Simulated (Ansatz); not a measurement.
Relaxation of CH2BClO2 (7 atoms, charge 0, multiplicity 1), to a largest force component of 0.015 eV/Å in at most 40 steps.

The calculation used Ansatz 0.2.0, RKS PBE-D4/6-31G*.

```xyz
7
Properties=species:S:1:pos:R:3
O -1.058 -0.242 1.605
B -0.158 -0.509 0.531
O 0.128 -1.103 -0.820
C 0.889 0.084 -0.561
Cl 0.133 1.402 -1.528
H -1.807 0.361 1.147
H 1.935 -0.060 -0.420
```

Task: Where does it end, and by what steps?

Result: It converged. After 12 steps the energy has fallen by 1.588 eV; H6 moved furthest, 0.98 Å.

| step | energy less start (eV) | largest force component (eV/Å) | accepted |
| --- | --- | --- | --- |
| 0 | 0.0000 | 3.034 | yes |
| 1 | -0.9234 | 1.951 | yes |
| 2 | -1.1844 | 0.843 | yes |
| 3 | -1.2549 | 0.434 | yes |
| 4 | -1.3142 | 2.103 | yes |
| 5 | -1.5166 | 0.854 | yes |
| 6 | -1.5517 | 0.571 | yes |
| 7 | -1.5754 | 0.177 | yes |
| 8 | -1.5850 | 0.232 | yes |
| 9 | -1.5846 | 0.114 | no |
| 10 | -1.5877 | 0.042 | yes |
| 11 | -1.5877 | 0.018 | yes |
| 12 | -1.5878 | 0.007 | yes |

```xyz
7
Properties=species:S:1:pos:R:3
O -1.075 0.094 1.499
B -0.294 -0.114 0.420
O -0.178 -0.931 -0.668
C 0.841 0.181 -0.537
Cl 0.723 1.441 -1.793
H -1.822 -0.538 1.528
H 1.867 -0.201 -0.496
```

Run time: 37 s on 1 CPU thread of a shared host.
